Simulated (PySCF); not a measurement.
Parent: `[CH3:1][B:2]([F:3])[F:4]`, CH3BF2.

Computed, not measured: PBE0-D3(BJ)/def2-SVP geometry optimisation, gas phase (PySCF). One conformer each, not checked by frequencies here.

```csv
coordinate of the parent,value
C1–B2,1.558 Å
B2–F3,1.323 Å
B2–F4,1.323 Å
C1–B2–F3,122.9°
C1–B2–F4,121.2°
F3–B2–F4,115.9°
```

Q: How does the shared frame change in `[O:1]=[CH:2][CH2:3][B:4]([F:5])[F:6]` with O1–C2–C3–B4 -113°, C2–C3–B4–F5 137°, C2H3BF2O? Atoms pair as C1 = C3, B2 = B4, F3 = F5, F4 = F6 (parent first).

A: 
```
  parent  relative  value in the relative  change
   C1–B2     C3–B4                1.569 Å  +0.011
   B2–F3     B4–F5                1.316 Å  -0.007
   B2–F4     B4–F6                1.320 Å  -0.003
C1–B2–F3  C3–B4–F5                 122.3°    -0.6
C1–B2–F4  C3–B4–F6                 120.5°    -0.7
F3–B2–F4  F5–B4–F6                 117.1°    +1.2
```

Of the parent's bonds, C1–B2 changes most (+0.011 Å). Bonds of the relative outside the shared frame: O1=C2 1.200, C2–C3 1.504 Å.

Q: How does the shared frame change in `[F:1][B:2]([F:3])[CH2:4][CH:5]1[CH2:6][CH2:7]1` with F1–B2–C4–C5 -24°, B2–C4–C5–C6 -158°, C4H7BF2? Atoms pair as C1 = C4, B2 = B2, F3 = F1, F4 = F3 (parent first).

A: 
| parent | relative | value in the relative | change |
| --- | --- | --- | --- |
| C1–B2 | C4–B2 | 1.561 Å | +0.003 |
| B2–F3 | B2–F1 | 1.321 Å | -0.002 |
| B2–F4 | B2–F3 | 1.322 Å | -0.001 |
| C1–B2–F3 | C4–B2–F1 | 122.1° | -0.8 |
| C1–B2–F4 | C4–B2–F3 | 121.8° | +0.6 |
| F3–B2–F4 | F1–B2–F3 | 116.1° | +0.2 |

No shared bond changes by more than 0.004 Å. Bonds of the relative outside the shared frame: C4–C5 1.510, C5–C6 1.498, C6–C7 1.502, C5–C7 1.501 Å.

Q: How does the shared frame change in `[H]/[N:1]=[CH:2]/[CH2:3][B:4]([F:5])[F:6]` with N1–C2–C3–B4 115°, C2–C3–B4–F5 18°, C2H4BF2N? Atoms pair as C1 = C3, B2 = B4, F3 = F5, F4 = F6 (parent first).

A: 
```
  parent  relative  value in the relative  change
   C1–B2     C3–B4                1.565 Å  +0.007
   B2–F3     B4–F5                1.321 Å  -0.002
   B2–F4     B4–F6                1.318 Å  -0.005
C1–B2–F3  C3–B4–F5                 121.8°    -1.1
C1–B2–F4  C3–B4–F6                 121.4°    +0.2
F3–B2–F4  F5–B4–F6                 116.7°    +0.8
```

Of the parent's bonds, C1–B2 changes most (+0.007 Å). Bonds of the relative outside the shared frame: N1=C2 1.267, C2–C3 1.493 Å.
